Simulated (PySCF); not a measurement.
# Energy of Cl+ (chlorine, charge +1) between two integer charges

The 3p beta orbital of [Ne] 3s2 3p4 is emptied in steps (occupation f), with all orbitals relaxed, ending at [Ne] 3s2 3p3. Computed with PySCF 2.14 in aug-cc-pV(T+d)Z (6s5p4d2f, 55 functions), with no relativity, point nucleus. The exact energy is a straight line in f; departures are measured from the line between the end points of the same method.

```tsv
f	UHF (eV)	LDA (eV)	PBE (eV)	PBE0 (eV)	r2SCAN (eV)	LC-wPBE (eV)	BHandHLYP (eV)	wB97X (eV)	r2SCAN0 (eV)	B3LYP (eV)
1	0.000	0.000	0.000	0.000	0.000	0.000	0.000	0.000	0.000	0.000
0.75	0.192	-1.058	-1.026	-0.727	-0.944	-0.176	-0.451	-0.259	-0.669	-0.809
0.5	0.248	-1.413	-1.363	-0.964	-1.243	-0.227	-0.607	-0.345	-0.880	-1.081
0.25	0.180	-1.060	-1.015	-0.716	-0.917	-0.162	-0.460	-0.262	-0.647	-0.811
0	0.000	0.000	0.000	0.000	0.000	0.000	0.000	0.000	0.000	0.000
```

```
   method  E(f=0) − E(f=1) (eV)  −ε at f=1 (eV)  −ε at f=0.5 (eV)
      UHF                22.593          23.653            22.562
      LDA                23.965          18.340            23.959
      PBE                23.849          18.373            23.878
     PBE0                23.844          19.953            23.872
   r2SCAN                23.812          18.731            23.884
  LC-wPBE                24.001          23.046            24.036
BHandHLYP                23.797          21.408            23.774
    wB97X                23.868          22.490            23.863
  r2SCAN0                23.799          20.193            23.856
    B3LYP                23.986          19.681            23.980
```

Orbital energy along the path (eV):

| f | UHF | LDA | PBE | PBE0 | r2SCAN | LC-wPBE | BHandHLYP | wB97X | r2SCAN0 | B3LYP |
| --- | --- | --- | --- | --- | --- | --- | --- | --- | --- | --- |
| 1 | -23.653 | -18.340 | -18.373 | -19.953 | -18.731 | -23.046 | -21.408 | -22.490 | -20.193 | -19.681 |
| 0.75 | -23.079 | -21.131 | -21.121 | -21.916 | -21.335 | -23.550 | -22.579 | -23.178 | -22.047 | -21.821 |
| 0.5 | -22.562 | -23.959 | -23.878 | -23.872 | -23.884 | -24.036 | -23.774 | -23.863 | -23.856 | -23.980 |
| 0.25 | -22.090 | -26.796 | -26.595 | -25.788 | -26.329 | -24.471 | -25.000 | -24.545 | -25.582 | -26.148 |
| 0 | -21.658 | -29.604 | -29.191 | -27.606 | -28.626 | -24.803 | -26.288 | -25.315 | -27.192 | -28.311 |

Reference removal energy between the ground levels: 23.814 eV (measured; NIST Atomic Spectra Database, ionization energies). The calculation has no spin-orbit coupling. UHF lacks correlation.
